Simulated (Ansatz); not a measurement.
A made-up structure of NaBGeH₄, singlet:

Na1  (-0.234, -0.121, 2.564)
B2  (-0.243, -1.175, 0.159)
Ge3  (0.489, 0.740, -0.065)
H4  (0.582, -2.024, 0.391)
H5  (0.048, 1.305, -1.442)
H6  (-0.198, 1.671, 0.969)
H7  (2.008, 1.053, 0.042)
(Å)

It is relaxed with PBE-D4/def2-SVP and then PBE0-D4/def2-TZVP (Ansatz 0.2.0). Atoms count as bonded within 1.22 times the sum of their covalent radii (H–H: 0.88 Å). The end point is not checked to be a true minimum.

Question: Does its bonding change? (A judgement: the text doesn't fix the answer.)

Answer: Computed: Yes. Formed: none; broken: Na1–Ge3, Na1–H6.

Where it ends: The first stage lowers the energy by 1.36 eV in 15 steps. It ends as NaBGeH₄ ([Na][BH][GeH3]):
Na1  (-0.362, -0.981, 3.199)
B2  (0.039, -0.889, 0.752)
Ge3  (0.514, 0.886, -0.181)
H4  (0.064, -1.847, 0.019)
H5  (0.361, 1.047, -1.719)
H6  (-0.188, 2.123, 0.433)
H7  (2.024, 1.110, 0.115)
(Å)

Labels in which every atom is bracketed show which atoms are joined, not bond orders.

For scale, one of the runs: PBE0-D4/def2-TZVP relaxation, 135 basis functions, launched by `ansatz run in.yaml --threads 2 --pin off --events-out ev --progress --plain --max-ram 4352MiB`. The run took about 19 s on 2 CPU threads of an Arm Neoverse V2 (shared host).
